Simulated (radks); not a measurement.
The numbers below are computed, except where a source is named.
Polarisability of the arsenic ion As3+, [Ar] 3d10 4s2, at imaginary frequency. Code: a radial shooting solver on a logarithmic mesh with Libxc functionals. Model: non-relativistic Kohn-Sham, LB94 model potential, spin-polarised, spherical densities, point nucleus. Response by self-consistent Sternheimer equations with the Hartree and adiabatic LDA kernel.

w (hartree),alpha1(iw) (bohr^3),alpha2(iw) (bohr^5)
0.00266,6.387,13.36
0.0143,6.383,13.36
0.0360,6.360,13.35
0.0697,6.288,13.30
0.118,6.112,13.19
0.186,5.750,12.94
0.280,5.116,12.43
0.413,4.190,11.50
0.605,3.099,9.933
0.892,2.079,7.677
1.35,1.302,5.068
2.12,0.7814,2.771
3.59,0.4377,1.240
6.94,0.1997,0.4325
17.5,0.05207,0.08883

Static values: alpha1 = 6.387 bohr^3 (0.9465 angstrom^3; uncoupled 10.98), alpha2 = 13.36 bohr^5, alpha3 = 51.85 bohr^7. C6 = 19.22, C8 = 254.8, triple-dipole C9 = 85.84 atomic units. One-pole (London) frequency 4 C6 / (3 alpha1^2) = 0.628 hartree, against 1.895 for minus the highest occupied eigenvalue.
